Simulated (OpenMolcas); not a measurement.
# O+: effect of the active space

```
Program             : OpenMolcas
Method              : CASSCF
Basis               : ANO-R1
Scalar Hamiltonian  : X2C, finite nucleus
Spin-orbit coupling : state interaction with AMFI integrals over the reference wave functions, term energies averaged over their components
```

A. 3 electrons in 3 orbitals (2p); 2S+1 = 4 odd, 1 root; 2S+1 = 2 odd, 8 roots; cost about 1.6 core-seconds
B. 5 electrons in 4 orbitals (2s 2p); 2S+1 = 4 odd, 1 root; 2S+1 = 2 odd, 8 roots; 2S+1 = 4 even, 3 roots; 2S+1 = 2 even, 9 roots; cost of the order of 7 core-seconds

Energies in cm-1 above 2s2 2p3 4S* 3/2, the measured ground level; measured values from NIST Handbook of Basic Atomic Spectroscopic Data.

| Level | A | B | Measured |
| --- | --- | --- | --- |
| 2s2 2p3 4S* 3/2 | 0.0 | 0.0 | 0.0 |
| 2s2 2p3 2D* 3/2 | 30588 | 30580 | 26831 |
| 2s2 2p3 2D* 5/2 | 30590 | 30584 | 26811 |
| 2s2 2p3 2P* 1/2 | 50696 | 41368 | 40470 |
| 2s2 2p3 2P* 3/2 | 50698 | 41364 | 40468 |

Deviations, from unrounded energies. A percentage is the sum of absolute deviations over the sum of measured energies, with the sign that they share, or ± where signs differ.

```csv
Against measurement,Levels,A,B
mean absolute deviation (cm-1),4,7000,2300
other terms of the ground configuration (%),4,+20.8,+6.9
```

B lies closest to measurement on these levels. The largest miss of B in the table is 2s2 2p3 2D* 5/2, by +3800 cm-1. The ranking rests on the paired levels alone, and a cruder setting can come out closer through cancelling errors.

Between A and B the level of the table that moves most is 2s2 2p3 2P* 3/2, by 9300 cm-1 (lowest in B, highest in A).

Without dynamic correlation excited terms often stand tens of per cent too high (terms of higher spin than the ground term too low), and those without a measured partner can miss by more than the paired ones. With the s shell closed, the reference lacks s² → p² mixing (holds for A). Measured partners are found by configuration, term and J. A level has none where our copy of the source lacks it or the pairing is in doubt (some pairs that miss far off the trend of their configuration count as doubtful), and it then counts in no deviation. Levels of configurations outside the active space are missing. The table leaves out levels that lie high or whose names do not pair safely across all columns.

* marks odd parity.
